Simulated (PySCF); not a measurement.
# Computed properties of Sn(Br)(NH2) (BrH2NSn), SMILES [NH2][Sn][Br]

BrH2NSn, SMILES [NH2][Sn][Br] (connectivity only; charge and spin as stated), neutral, multiplicity 1. Geometry optimised at B3LYP-D3(BJ)/def2-SVP. The def2 effective core potentials stand for the cores of Sn; spin–orbit coupling is left out. The values are those of a single conformer. All values are computed for the isolated molecule unless a solvent is named; none is compared with measurement here.

**Structure.** The optimised structure has Cs symmetry. All 9 harmonic modes at B3LYP-D3(BJ)/def2-SVP (PySCF) are real, so it is a minimum. With heavy atoms numbered as in [Sn:1]([Br:2])[NH2:3], the shortest bond between them is Sn1–N3 at 2.037 Å and the longest Sn1–Br2 at 2.587 Å.

**Vibrations.** The strongest infrared lines (harmonic, unscaled, degenerate partners summed) lie at 370 cm⁻¹ (171 km/mol, H 84 %, N 16 %), 595 cm⁻¹ (54 km/mol, N 68 %, H 21 %, Sn 10 %), 456 cm⁻¹ (41 km/mol, H 96 %). The softest mode is at 141 cm⁻¹ and the zero-point energy is 15.8 kcal/mol.

**Electronic structure.** PBE0/def2-TZVPD (PySCF) places the frontier levels at -7.47 and -2.33 eV, a gap of 5.14 eV, and gives a dipole moment of 3.43 D and a mean polarisability of 77.6 bohr³.

**Excitations.** TDA-PBE0/def2-SVPD (PySCF) has S1 at 4.11 eV (302 nm, f = 0.025, weak); the most intense of the 10 singlets computed lies at 6.31 eV (f = 0.51). T1 (TDA) is at 3.12 eV, 0.99 eV under S1. No vertical singlet excitation falls in the visible range (under 3.1 eV).
